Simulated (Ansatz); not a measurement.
**Cost against result**

The pair of CH4 (SMILES C, atoms 1–5) and GeH4 (SMILES [GeH4], atoms 6–10), both closed shells, in one local arrangement (a lower one may exist), relaxed at PBE0-D4/def2-TZVP:

```xyz
10
angstrom
C 0.0278 -0.0924 -1.9415
H 1.0286 0.0792 -1.5460
H -0.6221 0.7356 -1.6592
H -0.3698 -1.0219 -1.5348
H 0.0746 -0.1626 -3.0278
Ge -0.0278 0.0924 1.9407
H -0.6230 -1.2453 1.4826
H 1.4239 0.2007 1.4563
H -0.0607 0.1669 3.4734
H -0.8514 1.2474 1.3564
```

Interaction energies are counterpoise-corrected; the time is that of the whole pair.

Ansatz 0.2.0; basis: as named in each row; cores frozen in the correlated methods. Filled d shells of the heavier atoms are correlated. The def2 sets are not built for correlating such inner shells, so the correlated values are less sure here. B3LYP uses VWN-RPA correlation. Extrapolation: Hartree–Fock as exp(−7.88 √X), correlation as X^−2.97.

Times are rough, for one single point on 4 threads of a shared host (Arm Neoverse V2).

The estimate by CCSD(T) at an estimated basis limit (MP2 extrapolated from triple and quadruple zeta, plus CCSD(T) − MP2 in triple zeta) is -0.81 kcal/mol.

```tsv
method	basis	time (s)	interaction energy (kcal/mol)	method less estimate
HF	STO-3G	under 1	0.48	1.29
PBE-D4	STO-3G	under 1	-0.58	0.23
SPW92	def2-SVP	under 1	-1.16	-0.34
PBE-D4	def2-SVP	under 1	-0.99	-0.17
B3LYP-D4	6-31G	under 1	-0.68	0.13
PBE0-D4	def2-SVP	under 1	-0.91	-0.09
PBE-D4	def2-TZVPPD	1	-1.00	-0.19
revPBE-D4	def2-TZVPPD	1	-0.89	-0.08
BLYP-D4	def2-TZVPPD	1	-0.67	0.15
CCSD(T)	def2-SVP	1	-0.16	0.65
PBE0-D4	def2-TZVPPD	2	-0.90	-0.09
HSE06-D4	def2-TZVPPD	2	-0.90	-0.09
B3LYP-D4	def2-TZVPPD	2	-0.78	0.04
wB97M-V	def2-SVP	2	-0.64	0.17
r2SCAN-D4	def2-TZVPPD	2	-0.67	0.14
B2PLYP	def2-TZVPPD	3	-0.01	0.80
wB97X-V	def2-TZVPPD	4	-0.81	0.00
wB97M-V	def2-TZVPPD	4	-0.73	0.08
B97M-V	def2-TZVPPD	5	-0.74	0.07
MP2	def2-QZVPPD	10	-0.73	0.08
CCSD(T)	def2-TZVPPD	50	-0.67	0.14
```

No T1 diagnostic of these runs exceeds 0.012.
